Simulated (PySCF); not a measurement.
Worked example: chemical shift, span and skew from a shielding tensor

B(F)2(NMe2) (C2H6BF2N), SMILES CN(C)B(F)F. Atoms are numbered in the order given.

```xyz
12

B      0.0000     0.0000     0.7847
F      0.0000     1.1397     1.4814
F      0.0000    -1.1397     1.4814
N      0.0000     0.0000    -0.6140
C      0.0000     1.2250    -1.3900
C      0.0000    -1.2250    -1.3900
H      0.8914     1.2845    -2.0414
H     -0.8914     1.2845    -2.0414
H      0.0000     2.0959    -0.7226
H     -0.8914    -1.2845    -2.0414
H      0.8914    -1.2845    -2.0414
H      0.0000    -2.0959    -0.7226
```
Charge 0, spin multiplicity 1.

Geometry optimised at B3LYP-D3(BJ)/def2-SVP. Other conformers were not sampled.

GIAO shieldings from PBE/pcSseg-1 run with PySCF, non-relativistic, no solvent. The symmetric part of the tensor of F2 has the principal values 188.4, 325.3, 379.1 ppm. The same nucleus in CFCl3 has σ = 133.6 ppm at this level (PySCF, at its B3LYP-D3(BJ)/def2-TZVP geometry).

### Question
Work out the isotropic shielding, the ¹⁹F shift against CFCl3, the span and the skew.

### Answer

σ(iso) = (σ11 + σ22 + σ33)/3 = 297.6 ppm. δ = σ(ref) − σ(iso) = 133.6 − (297.6) = -164.0 ppm.
Span Ω = σ33 − σ11 = 190.7 ppm. Skew κ = 3(σ(iso) − σ22)/Ω = -0.44. Tumbling in solution averages the tensor to δ; in a static solid the shielding alone would spread this spin-1/2 line over Ω.
